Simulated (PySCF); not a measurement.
PySCF job for C2H8O2Si2, SMILES C=C[Si@H](O)[SiH2]O, PBE/pcSseg-1. The structure is a stationary point at B3LYP-D3(BJ)/def2-SVP. The structure was generated by enumeration; whether it is a known compound was not checked. The values are those of a single conformer.

```python
import numpy as np
from pyscf import gto, scf, dft
from pyscf.prop.nmr import rks as nmr

mol = gto.M(
    atom='''
    C     1.65894037    0.19813937   -1.86985462
    C     1.18877477    1.00233007   -0.90251134
    Si    0.64208394    0.33777682    0.76995901
    O     1.30570031   -1.18655204    1.00694866
    Si   -1.67798089    0.03461995    0.55640088
    O    -1.91234221   -0.60517129   -0.97724523
    H     1.79326686   -0.87629983   -1.69703507
    H     1.94178336    0.57017759   -2.86123057
    H     1.07126138    2.07231391   -1.12485603
    H     1.05810746    1.30104909    1.83793315
    H     2.26969299   -1.23334280    1.03463301
    H    -2.36419515    1.35630476    0.72010498
    H    -2.26465818   -0.91576385    1.53942768
    H    -1.23585683   -0.35702369   -1.62144736
    ''',
    basis='pcSseg-1',
    charge=0,
    spin=0,
    max_memory=1600,
    verbose=3,
)
mf = dft.RKS(mol, xc='pbe')
mf.grids.level = 3
mf.conv_tol = 1e-10
mf.max_cycle = 100
mf.kernel()
n = nmr.NMR(mf)
n.verbose = 2
n.max_cycle_cphf = 60
sigma = n.kernel()
print('atom   isotropic/ppm   span/ppm')
for i, s in enumerate(sigma):
    w = np.linalg.eigvalsh((s + s.T) / 2)
    print(f'{mol.atom_symbol(i):2s}{i + 1:3d} {w.mean():14.3f} {w[2] - w[0]:11.3f}')
```

Program output:

```
converged SCF energy = -809.902207814278
atom   isotropic/ppm   span/ppm
C   1         38.199     252.583
C   2         33.872     235.301
Si  3        343.173     133.397
O   4        319.124      78.436
Si  5        365.753     145.312
O   6        335.398      97.277
H   7         24.895       8.372
H   8         24.627       6.405
H   9         24.736       3.489
H  10         25.509       7.819
H  11         30.740      20.748
H  12         25.974       8.064
H  13         25.828       6.914
H  14         30.725      22.469
```

Self-consistency was reached.
